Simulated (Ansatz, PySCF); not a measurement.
Reaction (SMILES): [B]Cl + 2 [H][H] (H2) → B (BH3) + Cl (HCl)
Geometries: B3LYP-D3(BJ)/def2-TZVP minima from Ansatz (an electronic-structure program). Unstable Hartree-Fock reference: [B]Cl.
Geometry of the first species:
```xyz
2

B      0.0000     0.0000    -1.3302
Cl     0.0000     0.0000     0.3912
```
Charge 0, spin multiplicity 1.

Property: energy of full hydrogenation (electronic energy difference), in eV. Correlated levels leave the core frozen unless marked. No spin-orbit coupling. No relativistic terms. CBS(X,Y): correlation extrapolated as X^-3; Hartree-Fock from the larger set (for Q and 5 zeta extrapolated as (X+1)exp(-9√X)).

```tsv
level	program	energy of full hydrogenation (eV)
TPSSh/def2-TZVPD	PySCF	-2.16
MP2/STO-3G	Ansatz	-2.81
MP2/CBS(def2-TZVPP,def2-QZVPP)	Ansatz	-2.16
RI-MP2/aug-cc-pV(T+d)Z	Ansatz	-2.16
RI-MP2/CBS(def2-TZVPP,def2-QZVPP)	Ansatz	-2.16
```

Problem. What does CCSD(T)/CBS(cc-pV(Q+d)Z,cc-pV(5+d)Z) (Ansatz) give?

Solution. -1.98 eV
